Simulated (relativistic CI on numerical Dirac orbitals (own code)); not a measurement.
# What each ingredient does to the levels of Hf³⁰⁺

Base calculation: Dirac-Coulomb-Breit CI, separate exchange-only KLI orbitals for each configuration, model QED (radiative potential, 1s self-energy scaled to tabulated hydrogen-like ionisation energies), unscaled Slater integrals.

CI space (outside the closed core [Ar] 3d10): 4s2 4p6 4d6, 4s2 4p5 4d7, 4s2 4p6 4d5 4f, 4s 4p6 4d7, 4s2 4p5 4d6 4f, 4s 4p6 4d6 4f, 4s2 4p6 4d5 5s, 4s2 4p6 4d4 4f 5s, 4s2 4p6 4d5 5d, 4s2 4p6 4d5 6s, 4s 4p6 4d6 5s, 4p6 4d8, 4p5 4d9, 4p5 4d8 4f, 4s2 4p6 4d4 5s2, 4s2 4p6 4d3 4f 5s2, 4s2 4p5 4d4 4f 5s2, 4s 4p6 4d4 4f 5s2. Double excitations out of closed p, d and f shells are left out; levels of such configurations are missing from the list, as are those of other unlisted configurations, and high levels can miss mixing partners.

Variants: (1) configuration mixing switched off. Shifts of the energy above 4s2 4p6 4d6 5D_4, in cm⁻¹, for the lowest level and the first level of each name with at least 55 % of one term (blank where a level changes its place among those of its configuration and J or its character, or is not in the variant):

```
            Level     Base    Δ(1)
 4s2 4p6 4d6 5D_4        0       0
 4s2 4p6 4d6 5D_3    93402    +197
 4s2 4p6 4d6 5D_1   109178    -973
 4s2 4p6 4d6 3H_6   128222   +3717
 4s2 4p6 4d6 3G_5   128304   +2519
 4s2 4p6 4d6 3H_5   245103   +2228
 4s2 4p6 4d6 1I_6   257028   +3617
 4s2 4p6 4d6 1G_4   285742   +1033
 4s2 4p6 4d6 1S_0   436600   -4668
4s2 4p5 4d7 5G°_6  1336769  -20784
4s2 4p5 4d7 3P°_0  1371173  -18531
4s2 4p5 4d7 5G°_5  1452994  -13461
4s2 4p5 4d7 3H°_6  1476716   -8830
```

At this charge energies of transitions that change n are usually good to better than 1 %, and those within a shell (Δn = 0) to a few per cent. Terms inside the open d or f shell come out 10 to 20 % too wide with unscaled integrals.

Ionisation energy from the two ground configurations alone: base 1194.93 eV. The NIST ASD value (theoretical) is 1195 eV.

LS names give the leading component of a level, which can be under half, so a name can repeat, a term be missing and a line seem to break the LS rules.
